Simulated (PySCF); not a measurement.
Mg(OH)(GeH3) (GeH4MgO), SMILES [OH][Mg][GeH3]. Geometry optimised at PBE0-D3(BJ)/def2-TZVP. The values are those of a single conformer.

Question: Give the equilibrium geometry at PBE0-D3(BJ)/def2-TZVP (PySCF confirms it by a frequency run) as Cartesian coordinates in Å, and its point group. (Estimate from the structure and the level; the computed values follow.)

Answer: One answer among several that fit: point group C3v.
```xyz
7

Mg     0.0000     0.0000    -1.3377
O      0.0000     0.0000    -3.0962
H      0.0000     0.0000    -4.0429
Ge     0.0000     0.0000     1.2295
H      1.2292     0.7097     1.8404
H     -1.2292     0.7097     1.8404
H      0.0000    -1.4194     1.8404
```
